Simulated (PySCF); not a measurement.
C₂H₈GeS, SMILES CS[CH2][GeH3], GFN2-xTB optimised geometry.

```
12

C      2.32    -0.22    -1.57
S      2.02    -1.06     0.00
C      0.20    -1.06     0.00
Ge    -0.61     0.74     0.00
H      1.81    -0.75    -2.37
H      1.97     0.81    -1.51
H      3.39    -0.23    -1.74
H     -0.14    -1.66    -0.84
H     -0.08    -1.58     0.92
H     -0.65     1.33    -1.38
H      0.17     1.66     0.88
H     -2.02     0.67     0.49
```

Density from PBE0/def2-TZVP in PySCF 2.14.0 at that geometry.

Minimum of the electron density along straight lines between bonded atoms, close to the bond critical point (lines longer than 1.1 times the sum of covalent radii, or with two minima, are not listed):

| bond | length / Å | ρ at the minimum / e bohr⁻³ | ∇²ρ there / e bohr⁻⁵ | position (fraction from the first atom) |
|---|---|---|---|---|
| C1–S2 | 1.811 | 0.183 | -0.31 | 0.47 |
| S2–C3 | 1.819 | 0.179 | -0.29 | 0.53 |
| C3–Ge4 | 1.978 | 0.123 | 0.09 | 0.53 |
| C1–H5 | 1.087 | 0.281 | -0.97 | 0.64 |
| C1–H6 | 1.089 | 0.281 | -0.97 | 0.64 |
| C1–H7 | 1.085 | 0.282 | -0.98 | 0.65 |
| C3–H8 | 1.091 | 0.278 | -0.94 | 0.65 |
| C3–H9 | 1.090 | 0.278 | -0.95 | 0.65 |
| Ge4–H10 | 1.496 | 0.142 | 0.09 | 0.60 |
| Ge4–H11 | 1.491 | 0.144 | 0.09 | 0.60 |
| Ge4–H12 | 1.493 | 0.143 | 0.10 | 0.60 |
